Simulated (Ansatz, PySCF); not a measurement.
Molecule: BiCl₂, charge 1, multiplicity 1. It need not be the lowest isomer of its formula. 
Coordinates optimised at B3LYP-D3(BJ)/def2-TZVP (Ansatz, a quantum-chemistry and plane-wave program):
SMILES: [Cl][Bi+][Cl]
```xyz
3

Bi     0.2823    -0.0116     0.3426
Cl     0.6910     0.3253    -1.9636
Cl    -2.0693    -0.2689     0.2909
```
Charge +1, spin multiplicity 1.

Total electronic energies in hartree. Valence correlation only, unless marked. Spin-orbit coupling is left out. Frozen are the shells of the preceding noble gas and the d and f shells that filled before the atom's block. In def2 rows, elements after Kr have scalar-relativistic effective core potentials. CBS marks a two-point X^-3 extrapolation of the correlation energy; Hartree-Fock from the larger set.

```tsv
level	program	energy (Eh)
HF/def2-TZVPD	PySCF	-1132.37800
BLYP-D4/def2-TZVPD	Ansatz + dftd4	(withheld)
revPBE-D4/def2-TZVPD	Ansatz + dftd4	-1134.77460
BP86-D4/def2-TZVPD	PySCF + dftd4	-1135.10099
M06-L-D4/def2-TZVPD	PySCF + dftd4	-1134.97383
TPSSh-D3(BJ)/def2-TZVPD	PySCF + dftd3	-1134.81967
TPSSh-D4/def2-TZVPD	PySCF + dftd4	-1134.81963
MN15-D3(BJ)/def2-TZVPD	PySCF + dftd3	-1134.21957
CAM-B3LYP-D4/def2-TZVPD	Ansatz + dftd4	(withheld)
B2GP-PLYP/def2-TZVPD	Ansatz	(withheld)
MP2/def2-TZVPPD	Ansatz	-1132.84358
SCS-MP2/def2-TZVPPD	Ansatz	-1132.83484
SCS-MP2/def2-QZVPPD	Ansatz	-1132.91105
CCSD(T)/CBS(def2-TZVPP,def2-QZVPP)	Ansatz	-1133.0069
CCSD(T)/CBS(def2-TZVPPD,def2-QZVPPD)	Ansatz	-1133.0055
```

Q: What belongs in the gaps?

A: 
- BLYP-D4/def2-TZVPD, energy (Eh): -1134.83734
- CAM-B3LYP-D4/def2-TZVPD, energy (Eh): -1134.84228
- B2GP-PLYP/def2-TZVPD, energy (Eh): -1134.07467
